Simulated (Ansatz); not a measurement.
The first iterations of a band of AlF₂H₄NO (9 atoms, charge 0, multiplicity 1).

Level of theory: RKS r2SCAN-D4/def2-SVP in Ansatz.

* movable images: 5
* climbing image: yes
* spring: 5.0 eV/Å²
* optimiser: quadratic models (default)
* start path: through a guess of the saddle point
* force threshold: 0.03 eV/Å
* iteration limit: 60
* end points: relaxed

Initial state:

```xyz
9
Properties=species:S:1:pos:R:3
Al -0.010 0.169 0.299
N 0.018 -0.050 2.105
H -0.722 -0.581 2.562
H 0.888 -0.272 2.586
F 1.416 0.031 -0.550
F -1.445 -0.199 -0.478
O -0.287 2.082 0.626
H -1.138 2.450 0.344
H -0.346 1.847 1.595
```

Final state:

```xyz
9
Properties=species:S:1:pos:R:3
Al -0.199 0.533 0.173
N -0.009 0.138 2.125
H -0.696 -0.550 2.441
H 0.923 -0.211 2.360
F 1.320 0.100 -0.392
F -1.416 -0.538 -0.256
O -0.581 2.194 0.358
H -0.801 2.799 -0.353
H -0.167 1.011 2.634
```

| iteration | highest image above the first end (eV) | largest band force component (eV/Å) |
| --- | --- | --- |
| 1 | 1.730 | 5.598 |
| 2 | 0.509 | 2.610 |
| 3 | 0.201 | 5.163 |
| 4 | 0.107 | 1.738 |

Does the band converge within its limit, and where does its top end?

The forces met the threshold. It ended after 12 iterations with the highest image 0.038 eV above the first end. A vibrational analysis at the climbing image gives one clearly imaginary mode, 525i cm⁻¹: a first-order saddle point. The orbitals stay closed-shell, which can raise the energy where a bond breaks towards radicals; this wasn't checked here.

The run took 78 s on 4 threads of Arm Neoverse V2 (shared host), peak memory 0.16 GiB.
